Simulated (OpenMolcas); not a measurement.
Ta3+ with its 6 nearest fluoride ions at 2.029 Å, on the Zn site of KZnF3 (a = 4.054 Å, distance in the model lattice 2.027 Å). The rest of the host is ab initio model potentials to 7.6 Å, with orthogonalisation functions on the cations behind the ligands, and point charges beyond; the distance is set by hand and nothing relaxes, and no local charge compensation is placed. Ligand basis ANO-RCC-VDZP.
```
Ta    0.0000    0.0000    0.0000
F     2.0290    0.0000    0.0000
F     0.0000    2.0290    0.0000
F    -2.0290    0.0000    0.0000
F     0.0000   -2.0290    0.0000
F     0.0000    0.0000    2.0290
F     0.0000    0.0000   -2.0290
```

```json
{
 "Program": "OpenMolcas 26.06",
 "Method": "SS-CASPT2, IPEA 0.25 Eh, imaginary shift 0.1 Eh (the lowest 17 gerade and 18 ungerade orbitals frozen, chosen by energy and not by shell, so the metal 5p can be frozen and 4f correlated)",
 "Basis": "ANO-RCC-VTZP [8s7p5d3f2g1h]",
 "Scalar Hamiltonian": "DKH2, point nucleus",
 "Active space": "2 electrons in 5 orbitals (5d)",
 "State averaging": "2S+1 = 3 even, 10 roots; 2S+1 = 1 even, 15 roots",
 "Spin-orbit coupling": "state interaction with AMFI integrals over the reference wave functions"
}
```

(1) What is the spin-free ground state (labels of O, the rotations of Oh)?

(2) Where is the first state of the same spin?

(3) What are the lowest two levels with spin-orbit coupling?

(4) What is χT at 300 K, and how does it compare with the textbook value?

(5) Which ligand-field parameters describe the states?

Results:

(1) 3T1, 3-fold in its orbital part; it has the highest spin that d2 allows.

(2) 3T2 at 32200 cm-1 above the ground state.

(3) A 2-fold level E, then a 3-fold level T2 190 cm-1 above it. Their leading multiplicities are 3 (96 %) and 3 (97 %).

(4) The lowest level has 2S+1 = 3, for which the spin-only value is χT = S(S+1) / 2 = 1.000 cm3 K/mol (g = 2). The computed 0.162 at 300 K differs by -0.838, through orbital momentum, spin-orbit coupling and any other state in reach. With a threefold ground state the orbital momentum is unquenched, so the spin-only value is not expected to hold.

(5) A least-squares ligand-field fit to the states below 45000 cm-1, each weighted by its degeneracy and with a free common offset, gives 10Dq = 33639 cm-1, B = 530 cm-1 and C = 2206 cm-1 (C/B = 4.16), with an rms deviation of 178 cm-1. 

Roots that are degenerate in the reference are averaged as groups; the widest CASPT2 spread within a group is 130 cm-1 (the 3-fold group of multiplicity 3 near 32200 cm-1 above the lowest state of its run). Shifts and gaps below about the spread of the groups concerned are not significant. An orbital triplet at a regular site is open to Jahn-Teller coupling, which can distort the site and quench the lowest spin-orbit gaps and is left out. The least metal-like active orbital is 81 % on the metal (Löwdin) and no ligand orbital is active, so the numbers are rough. Ligand-to-metal charge-transfer states are missing. With no ligand orbital active B as a rule stays too high, so bands that hang on it stand too high and its fall with covalency is understated. With one d shell and no ligand orbital active, 10Dq can be off by a tenth or more. No measured value stands beside these numbers; the geometry was set by hand and not optimised.
